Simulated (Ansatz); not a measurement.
Basis sets compared for tetramethylammonium hexafluorophosphate (C₄H₁₂F₆NP). Total charge 0; singlet. Geometry r2SCAN-D4/def2-SVP. Ansatz on 6 threads of Intel Xeon on a shared host; times are rough, and most runs start from earlier orbitals.

```
atom   x (Å)   y (Å)   z (Å)
  C1   1.980  -1.720   0.662
  N2   0.846  -0.899   0.151
  C3   1.387   0.338  -0.510
  C4  -0.058  -0.531   1.293
  C5   0.058  -1.685  -0.853
  H6   2.536  -1.132   1.403
  H7   1.583  -2.630   1.129
  H8   2.639  -1.985  -0.176
  H9   2.072   0.021  -1.307
 H10   0.542   0.914  -0.903
 H11   1.916   0.931   0.245
 H12  -0.350  -1.459   1.802
 H13   0.491   0.129   1.975
 H14  -0.935   0.000   0.905
 H15  -0.332  -2.586  -0.362
 H16   0.723  -1.962  -1.682
 H17  -0.762  -1.044  -1.204
 F18  -0.632   2.257   0.445
 P19  -2.078   2.225  -0.369
 F20  -2.653   1.221   0.801
 F21  -1.511   0.848  -1.166
 F22  -2.582   3.521   0.442
 F23  -3.465   2.101  -1.181
 F24  -1.416   3.127  -1.539
```

B3LYP takes the VWN-RPA correlation.

Binding counts from free atoms (C triplet, N quartet, H doublet, F doublet, P quartet) in the same basis, without a counterpoise term.

```
           level  functions  energy (Eh)  HOMO (eV)  LUMO (eV)  binding per atom (eV)  wall time
 PBE-D4/def2-SVP        232   -1153.2324      -6.55      -1.03                   4.03      7.5 s
  B3LYP-D4/6-31G        136   -1154.6610      -8.94      -0.03                   3.59      7.5 s
PBE0-D4/def2-SVP        232   -1153.3048      -8.93      -0.14                   3.93       12 s
```

Question: Estimate the rows for PBE-D4/def2-TZVP (with forces), B3LYP-D4/def2-TZVP, PBE0-D4/def2-TZVP.

Answer: 
| level | functions | energy (Eh) | HOMO (eV) | LUMO (eV) | binding per atom (eV) | wall time |
| --- | --- | --- | --- | --- | --- | --- |
| PBE-D4/def2-TZVP (with forces) | 450 | -1154.3647 | -7.04 | -1.38 | 4.01 | 20 s |
| B3LYP-D4/def2-TZVP | 450 | -1155.4206 | -8.92 | -0.84 | 3.91 | 33 s |
| PBE0-D4/def2-TZVP | 450 | -1154.4246 | -9.23 | -0.53 | 3.92 | 33 s |
